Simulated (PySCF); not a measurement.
C₁₂H₁₀, SMILES c1ccc(-c2ccccc2)cc1.

Coordinates come from a B3LYP-D3(BJ)/def2-SVP optimisation. One conformer was computed; it need not be the lowest.

Calculation: TDA-PBE/def2-SVP in PySCF.

Vertical excitations. Gas-phase values at a fixed geometry. State labels are in the subgroup D2.

Problem. Give excitation energies, oscillator strengths and character. (An estimate is asked for; the answer gives what the named calculation found.)

Solution. 
| state | symmetry | energy (eV) | λ (nm) | f | main pairs |
|---|---|---|---|---|---|
| S1 | B3 | 4.57 | 271 | 0.000 | HOMO→LUMO+1 58 %, HOMO−1→LUMO 42 % |
| S2 | B1 | 4.66 | 266 | 0.000 | HOMO−2→LUMO 52 %, HOMO→LUMO+2 48 % |
| S3 | B2 | 4.83 | 257 | 0.545 | HOMO→LUMO 89 % |
| S4 | B3 | 5.16 | 240 | 0.007 | HOMO−1→LUMO 43 %, HOMO→LUMO+1 28 %, HOMO−3→LUMO+2 16 %, HOMO−2→LUMO+3 11 % |
| S5 | A | 5.18 | 239 | 0.000 | HOMO−2→LUMO+1 53 %, HOMO−1→LUMO+2 46 % |
| S6 | B2 | 5.18 | 239 | 0.017 | HOMO−1→LUMO+1 52 %, HOMO−2→LUMO+2 47 % |
| T1 | B2 | 3.49 | 356 | 0 | HOMO→LUMO 93 % |
| T2 | B3 | 4.19 | 296 | 0 | HOMO→LUMO+1 66 %, HOMO−1→LUMO 32 % |
Triplets are in the Tamm–Dancoff approximation.
